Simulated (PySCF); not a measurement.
Match each property card to its molecule.

Structures:
1. `CCC[SiH2]F`
2. `C=C[PH](=S)C=C`
3. `CC(=O)NC1CC1`
4. `C=C/C(F)=C(/F)C=C`
5. `F[C@H]1[SiH2]C1`

Card P (geometry GFN2-xTB):
- Rotational constants A, B, C: 9.218, 1.726, 1.575 GHz
- Static isotropic polarisability (PBE0/def2-SVPD): 63.4 au
- Dipole moment (PBE0/def2-SVPD): 1.93 D
- HOMO energy (PBE0/def2-SVPD): -8.57 eV
- Core binding energies (ΔSCF SCAN, pcX-2 on the ionised atom, pcseg-1 elsewhere, spin-free X2C, 2p3/2 from a spin–orbit splitting computed afterwards within the 2p shell): Si2p3/2 107.7, C1s 290.3, C1s 290.6, C1s 290.7, F1s 692.0, Si1s 1847.5 eV
- Strongest line among the 8 lowest singlet transitions (TDDFT PBE0/def2-SVPD): S8 at 8.97 eV (138 nm, f = 0.148)
- Point group: C1

Card Q (geometry GFN2-xTB):
- Rotational constants A, B, C: 2.346, 2.102, 1.212 GHz
- Static isotropic polarisability (PBE0/def2-SVPD): 98.5 au
- Lowest triplet excitation (Tamm–Dancoff) (TDA PBE0/def2-SVPD): 3.61 eV
- Point group: Cs
- Strongest line among the 8 lowest singlet transitions (TDDFT PBE0/def2-SVPD): S4 at 5.16 eV (240 nm, f = 0.053)

Card R (geometry GFN2-xTB):
* Rotational constants A, B, C: 6.655, 1.466, 1.339 GHz
* Static isotropic polarisability (wB97X-D/def2-SVPD): 70.1 au
* Isotropic shieldings of nuclei other than C and H, by class (GIAO PBE0/pcSseg-1): 126 (1 N), -86 (1 O) ppm
* Lowest triplet excitation (Tamm–Dancoff) (TDA wB97X-D/def2-SVPD): 5.44 eV
* Largest of the computed one-bond spin–spin couplings (means over like bonds) (B3LYP/pcJ-1, spin–dipole term left out for some pairs): 13C–1H +185.8, 13C–1H +168.0 (×2), 13C–1H +163.7 (×2), 13C–1H +133.6 (×3), 15N–1H -93.0, 13C–13C +53.6, 17O–13C +27.8, 13C–13C +18.0 (×2) Hz

Card S (geometry PBE0-D3(BJ)/def2-SVP):
* Rotational constants A, B, C: 11.684, 4.433, 3.714 GHz
* Static isotropic polarisability (CAM-B3LYP/def2-SVPD): 52.7 au
* 13C chemical shifts (computed TMS as zero) by class (GIAO HF/pcSseg-2): 63.2 (1 C), -1.7 (1 C) ppm
* Point group: C1
* Vertical ionisation energy (ΔSCF CAM-B3LYP/def2-SVPD): 9.35 eV
* Lowest singlet excitation (TDDFT CAM-B3LYP/def2-SVPD): 6.40 eV (194 nm, f = 0.055)
* Dipole moment (CAM-B3LYP/def2-SVPD): 1.97 D

Card T (geometry PBE0-D3(BJ)/def2-SVP):
* Rotational constants A, B, C: 3.976, 1.325, 0.994 GHz
* Static isotropic polarisability (CAM-B3LYP/def2-SVPD): 90.3 au
* Largest of the computed one-bond spin–spin couplings (means over like bonds) (B3LYP/pcJ-1, spin–dipole term left out for some pairs): 19F–13C -321.1 (×2), 13C–1H +173.8 (×2), 13C–1H +171.9 (×2), 13C–1H +165.0 (×2), 13C–13C +105.8, 13C–13C +77.7 (×2), 13C–13C +74.9 (×2) Hz
* Point group: C2v
* Vertical ionisation energy (ΔSCF CAM-B3LYP/def2-SVPD): 8.36 eV
* Lowest singlet excitation (TDDFT CAM-B3LYP/def2-SVPD): 4.82 eV (257 nm, f = 0.950)

Species are written as SMILES; each is one conformer at its optimised geometry, gas phase, non-relativistic unless stated. Electronic properties by PySCF. NMR classes are plain means over equivalent atoms (diastereotopic ones count apart unless rotation or inversion swaps them), as if these changed places fast.

Which card belongs to which structure?

P = 1, Q = 2, R = 3, S = 5, T = 4. What ties each card to its structure:
- 1 (card P), C3H9FSi, monoisotopic mass 92.0 u, 5 heavy atoms: core lines of C, F and Si; an asymmetric top with C = 1.575 GHz; polarisability 63.4 au for 50 electrons; dipole 1.93 D.
- 2 (card Q), C4H7PS, monoisotopic mass 118.0 u, 6 heavy atoms: an asymmetric top with C = 1.212 GHz; polarisability 98.5 au for 62 electrons.
- 3 (card R), C5H9NO, monoisotopic mass 99.1 u, 7 heavy atoms: an asymmetric top with C = 1.339 GHz; polarisability 70.1 au for 54 electrons.
- 4 (card T), C6H6F2, monoisotopic mass 116.0 u, 8 heavy atoms: point group C2v; an asymmetric top with C = 0.994 GHz, the lowest such constant on the cards; polarisability 90.3 au for 60 electrons.
- 5 (card S), C2H5FSi, monoisotopic mass 76.0 u, 4 heavy atoms: 2 C in 2 classes; the least shielded carbon (63.2 ppm) is an sp3 C–F carbon; an asymmetric top with C = 3.714 GHz, the highest such constant on the cards; polarisability 52.7 au for 40 electrons; dipole 1.97 D.
